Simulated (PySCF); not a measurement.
Ar²⁺: ionisation energy

Ar²⁺ [Ne] 3s2 3p4 (3P) → Ar³⁺ [Ne] 3s2 3p3 (4S), as a difference of total energies. Computed with PySCF 2.14 in pcseg-2 (5s4p2d1f, 34 functions), with the non-relativistic Hamiltonian (point nucleus). Correlated levels: valence: [Ne] frozen. The calculations carry no spin-orbit coupling.

```json
{"method": "UHF", "ionisation energy (eV)": "39.390"}
{"method": "BP86", "ionisation energy (eV)": "40.913"}
{"method": "LDA", "ionisation energy (eV)": "40.843"}
{"method": "MP2 (valence)", "ionisation energy (eV)": "40.155"}
{"method": "CCSD (valence)", "ionisation energy (eV)": "40.261"}
```

Task: Estimate what CCSD(T) (valence) gives.

Result: 40.285 eV, closest to CCSD (valence) among the rows shown.

Task: Estimate what SCS-MP2 (valence) gives.

Result: 40.227 eV, closest to CCSD (valence) among the rows shown.

The reference lies between the lowest fine-structure levels, while these numbers refer to the centres of the terms.

Errors of the correlated levels include the incompleteness of this basis and the frozen core.

For comparison: 40.735 ± 0.012 eV (semi-empirical (NIST evaluation); NIST Atomic Spectra Database, ionization energies).
